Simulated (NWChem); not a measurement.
System: C₂H₂Cl₂F₂; SMILES ClC(C(F)F)Cl

```xyz
8

F      0.1943     2.0480     0.6742
C      0.7582     0.9590     0.1231
F      0.7660     1.1061    -1.2059
C     -0.0419    -0.2734     0.5344
Cl    -1.6943    -0.1847    -0.0787
Cl     0.8043    -1.7283    -0.0183
H      1.7984     0.8676     0.4847
H     -0.0942    -0.3150     1.6298
```
Atoms are numbered in this order, from 1.

Computed with NWChem. All runs use the structure optimised with PBE0/def2-SVP. Vzz is the largest principal value of the second derivative of the potential at the nucleus (NWChem prints the opposite sign); η is the asymmetry. Non-relativistic.

Predict the results for PBE/def2-TZVP. Quantities: Vzz Cl5 (a.u.); η Cl5; Vzz Cl6 (a.u.); η Cl6.


* **Vzz Cl5 (a.u.)**: 4.134
* **η Cl5**: 0.05
* **Vzz Cl6 (a.u.)**: 4.073
* **η Cl6**: 0.06
